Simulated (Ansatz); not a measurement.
Ansatz (a first-principles code) input (wB97M-V/def2-TZVPPD): A basis named .json is the Basis Set Exchange file of that set (core-valence sets with the plain set on hydrogen).

Ansatz 0.2 input:
```yaml
crystal:
  periodic: [false, false, false]
  atoms:
    - {symbol: S, position_ang: [0.00000000, 0.00000000, 0.00000000]}
basis:
  gaussian:
    orbitals: def2-TZVPPD.json
hamiltonian:
  xc: {name: wB97M-V}
magnetization: {spin_polarized: true, initial_magnetization: 2}
scf: {lower_state_search: full}
```

Output:

```
Functional definition: wB97M-V
integrals: 0.01 GiB planned
318 factors; their error is unknown
integrals: 0.04 GiB planned
60 factors; integrals over basis functions are off by at most 2.2e-4 eV
mean field: 0.22 GiB planned
mean field evaluation 1: about -10832.5366 eV, gradient 3.7e0 eV
mean field evaluation 2: about -10832.6037 eV, gradient 7.2e-1 eV
mean field evaluation 4: about -10832.6083 eV, gradient 6.4e-2 eV
mean field evaluation 8: about -10832.6222 eV, gradient 1.9e-3 eV
mean field evaluation 16: about -10832.3482 eV, gradient 6.7e0 eV
mean field evaluation 32: about -10832.3048 eV, gradient 1.2e1 eV
mean field -10832.62218768 eV, -398.0915227822 hartree, gradient 4.7e-5 eV, S^2 2.003035; 2 other end points of the search recorded, 0 dependent functions left out
reference -10832.62223999 eV, -398.0915247044 hartree; 9, 7 occupied and 42, 44 virtual orbitals, 318 factors
Total energy: -10832.62223999 eV, -398.0915247044 hartree
```
